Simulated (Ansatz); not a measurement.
Abridged output of a molecular run in Ansatz:

```
Functional definition: HF
1394 factors; integrals over basis functions are off by at most 1.1e-3 eV
mean field evaluation 1: about -24979.4490 eV, gradient 4.3e1 eV
mean field evaluation 2: about -24979.7942 eV, gradient 4.3e1 eV
mean field evaluation 4: about -24983.5799 eV, gradient 3.7e0 eV
mean field evaluation 8: about -24983.6368 eV, gradient 2.8e-1 eV
mean field -24983.63711575 eV, -918.1317294865 hartree, gradient 3.3e-6 eV, S^2 0.000000; 0 other end points of the search recorded, 0 dependent functions left out
13 core orbitals not correlated: weight in the atoms' cores, before any rotation towards them, 1.000 or more for the frozen orbitals, at most 0.000 for the correlated occupied ones
reference -24983.63711575 eV, -918.1317294865 hartree; 15, 15 occupied and 205, 205 virtual orbitals, 1394 factors
second order -24.70048294 eV of doubles, -0.00000000 eV of singles
cycle   1  -25.00419830 eV  change   -3.0e-1 eV  update   1.0e-1
cycle   2  -25.57473754 eV  change   -5.7e-1 eV  update   2.9e-2
cycle   3  -25.69565227 eV  change   -1.2e-1 eV  update   1.4e-2
cycle   4  -25.68287276 eV  change    1.3e-2 eV  update   3.2e-3
cycle   5  -25.68193771 eV  change    9.4e-4 eV  update   1.6e-3
cycle   6  -25.68273760 eV  change   -8.0e-4 eV  update   4.9e-4
cycle   7  -25.68243585 eV  change    3.0e-4 eV  update   1.8e-4
cycle   8  -25.68237786 eV  change    5.8e-5 eV  update   5.3e-5
cycle   9  -25.68239575 eV  change   -1.8e-5 eV  update   1.8e-5
perturbative correction -1.06358150 eV, -0.0390858994 hartree
Total energy: -25010.38309300 eV, -919.1146260214 hartree
```

Its atoms:

Z-matrix (Å, degrees):
```
Si
N 1 1.710
C 1 2.205 2 41.6
Cl 1 2.047 2 117.4 3 -109.6
O 1 1.657 2 82.1 3 5.0
H 1 1.473 2 120.1 3 120.7
H 2 1.005 1 131.6 3 128.6
H 3 1.094 1 128.3 2 90.0
H 3 1.096 1 121.3 2 -96.7
```

Problem. Which basis set was used?
A. def2-QZVPP
B. cc-pV(Q+d)Z
C. def2-TZVPP
D. def2-SVP

Solution. C. It gives 233 functions.

Problem. Write the keys of the input that set method, charge and spin (a neutral closed shell needs none for the last two).

Solution. 
```yaml
correlation: {method: ccsd_t}
```
